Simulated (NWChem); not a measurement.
MgGeSiH6; SMILES [GeH3][Mg][SiH3]

**Question.** Give the equilibrium geometry at PBE0/def2-SVP (NWChem) as a Z-matrix, with the point group.

**Answer.** point group C3; any orientation.
```
Mg
Si 1 2.5882
H 2 1.5030 1 112.87
H 2 1.5030 3 105.88 1 123.94
H 2 1.5030 3 105.88 4 112.13
Ge 1 2.5951 5 156.40 2 179.95
H 6 1.5497 1 113.62 5 87.46
H 6 1.5497 7 105.04 1 -124.75
H 6 1.5497 7 105.04 8 -110.51
```
